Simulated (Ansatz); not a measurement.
Program: Ansatz. Geometries: PBE0-D4/def2-TZVP. ΔE: electronic, gas phase. CCSD(T)/CBS is the MP2 limit (def2-TZVPP, def2-QZVPP) plus CCSD(T) − MP2 in def2-TZVPP, frozen cores. Functionals use def2-TZVPP. Each species was taken in one conformer, which may not be the lowest.

Consider the cleavage of the Si–Si bond: `O[SiH2][SiH](O)O` + `O[SiH2]O` → `O[SiH2]O[SiH](O)O` + `O[SiH3]`.

`O[SiH2][SiH](O)O`:

Z-matrix (Å, degrees):
```
Si
Si 1 2.354
O 1 1.653 2 106.8
H 1 1.494 2 109.6 3 -120.3
H 1 1.486 2 113.6 3 120.0
O 2 1.658 1 98.7 3 15.7
O 2 1.647 1 114.5 3 136.4
H 2 1.485 1 117.8 3 -102.3
H 3 0.961 1 113.8 2 -14.6
H 6 0.959 2 118.6 1 -172.2
H 7 0.959 2 117.4 1 -40.4
```

`O[SiH2]O`:

Cartesian coordinates in Å:
```
O -0.431 1.163 -0.751
Si 0.417 0.048 0.104
O -0.471 -1.267 0.526
H -0.736 0.917 -1.626
H 1.530 -0.517 -0.694
H 0.883 0.794 1.296
H -1.192 -1.138 1.144
```

`O[SiH2]O[SiH](O)O`:

```xyz
12

O     0.749   -0.028    1.848
Si    0.989   -1.173    0.675
O     0.235   -0.628   -0.650
Si   -0.552    0.710   -1.189
O    -0.975    1.608    0.108
O    -1.875    0.316   -2.047
H     1.431    0.100    2.508
H     2.446   -1.329    0.436
H     0.384   -2.462    1.081
H     0.330    1.421   -2.128
H    -0.500    1.400    0.921
H    -2.663    0.066   -1.563
```

`O[SiH3]`:

Z-matrix (Å, degrees):
```
Si
O 1 1.648
H 1 1.489 2 111.7
H 1 1.489 2 111.7 3 120.9
H 1 1.481 2 105.9 3 -119.6
H 2 0.957 1 117.9 3 -60.5
```

Task: Is it downhill or uphill in electronic energy at CCSD(T)/CBS, and by how much? (Best estimate.)

Result: Computed: Downhill: ΔE = -158.0 kJ/mol.

Task: What do these levels give: r2SCAN-D4, PBE0-D4, r2SCAN, HF/def2-TZVPP, MP2/CBS(def2), CCSD/CBS(def2)? (Estimate.)

Result: Ansatz gave: r2SCAN-D4 -152.1, PBE0-D4 -139.5, r2SCAN -151.6, HF/def2-TZVPP -183.4, MP2/CBS(def2) -163.3, CCSD/CBS(def2) -161.5 kJ/mol.

Largest T1 diagnostic among the species: 0.012.

In def2-TZVPP, CCSD(T) changes the Hartree–Fock value by +24.2 kJ/mol (the triples alone add +3.5 kJ/mol) and MP2 by +18.9 kJ/mol. From PBE to PBE0 (25 % exact exchange), in def2-TZVPP and without D4, ΔE moves by −13.5 kJ/mol.
